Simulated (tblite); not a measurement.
C₂H₆SSi.
SMILES with atom numbers: `[CH2:1]=[CH:2][SiH2:3][SH:4]` (hydrogens: H5, H6 on C1; H7 on C2; H8, H9 on Si3; H10 on S4)

Cartesian coordinates in Å at the GFN2-xTB level; atoms count from 1:
```
atom  x, y, z in Å
C1     1.6196    0.7188    0.2172
C2     0.6549    0.1763   -0.5095
Si3   -0.6919   -0.9447    0.1698
S4    -2.5957   -0.1252   -0.4348
H5     1.7012    0.5386    1.2770
H6     2.3729    1.3648   -0.2077
H7     0.6228    0.3971   -1.5709
H8    -0.6892   -2.2642   -0.4450
H9    -0.6624   -0.9955    1.6282
H10   -2.3233    1.1387   -0.1468
```

Computed with GFN2-xTB (tblite): harmonic, unscaled wavenumbers at the GFN2-xTB geometry, gas phase. The method is semi-empirical: single wavenumbers can be off by several per cent or more. Modes of hydrogen on silicon and sulfur can be 10 to 20 % off. One conformer, not necessarily the lowest.

Harmonic wavenumbers (cm⁻¹): 41.7, 107.4, 147.0, 287.9, 429.6, 504.2, 513.9, 574.5, 671.9, 707.2, 755.4, 760.8, 922.1, 1008.2, 1024.5, 1268.8, 1419.4, 1666.3, 2288.3, 2328.9, 2465.8, 3023.0, 3078.0, 3103.0.

A = 11028, B = 2129, C = 1916 MHz; mass 89.996 u (most abundant isotopes); point group C1, symmetry number 1.

**Question.** What is the zero-point energy?

**Answer.** ½Σν̃ = 14549 cm⁻¹ = 174.05 kJ/mol.

**Question.** What is S at 200 K and 1 bar for an ideal gas of classical rigid rotors and harmonic oscillators?

**Answer.** Translation 156.68, rotation 105.36, vibration 46.55: S = 308.6 J/(mol K).

**Question.** And Cp and H(200 K) − H(0)?

**Answer.** Cp = 81.48 J/(mol K), of which vibrations give 48.23 (their classical limit is 24 R = 199.5); H(200 K) − H(0) = 11.52 kJ/mol without the zero-point energy, 4.87 from vibrations.

**Question.** Blend soft modes into free rotors: weight 1/[1 + (100 cm⁻¹/ν̃)⁴] for the oscillator and the rest for a rotor with moment μB/(μ + B), μ = h/(8π²ν), B = 10⁻⁴⁴ kg m². What vibrational entropy results?

**Answer.** 42.08 J/(mol K) in place of 46.55, which changes −T·S at 200 K by +0.89 kJ/mol.

**Question.** What must be added to the electronic energy to get the Gibbs energy at 200 K and 1 bar?

**Answer.** ZPE + [H(200 K) − H(0)] − T·S = 174.05 + 11.52 − 61.72 = 123.85 kJ/mol.

**Question.** Which modes carry the vibrational entropy at 200 K?

**Answer.** 41.7 cm⁻¹: 18.36; 107.4 cm⁻¹: 10.66; 147.0 cm⁻¹: 8.23; 287.9 cm⁻¹: 3.60; 429.6 cm⁻¹: 1.61; 504.2 cm⁻¹: 1.05 J/(mol K); the other 18 give 3.04 together.

**Question.** How do the functions run with temperature in this model?

**Answer.** 
| T (K) | S (J/(mol K)) | Cp (J/(mol K)) | H − H(0) (kJ/mol) | G − H(0) (kJ/mol) | ln q(vib) |
| --- | --- | --- | --- | --- | --- |
| 50 | 225.5 | 47.0 | 1.97 | -9.31 | 0.42 |
| 100 | 261.6 | 57.8 | 4.60 | -21.56 | 1.18 |
| 298.15 | 345.6 | 104.9 | 20.70 | -82.35 | 4.11 |
| 373.15 | 370.8 | 119.7 | 29.14 | -109.23 | 5.20 |
| 500 | 408.7 | 139.2 | 45.62 | -158.72 | 7.00 |
| 750 | 470.5 | 165.7 | 83.97 | -268.92 | 10.32 |
| 1000 | 520.8 | 183.6 | 127.77 | -393.03 | 13.32 |

q(vib) and H(0) count from the zero-point level.

Hindered rotation and anharmonicity are outside this model. Other conformers, if any are populated, would add a mixing term that is left out. The structure is chiral; the term R ln 2 for an equal mix with its mirror image is left out.

Hardware: an Intel Xeon Platinum 8259CL at 2.50 GHz with one thread, shared host. Cost: 0.3 s. This covers the Hessian and the dipole derivatives.
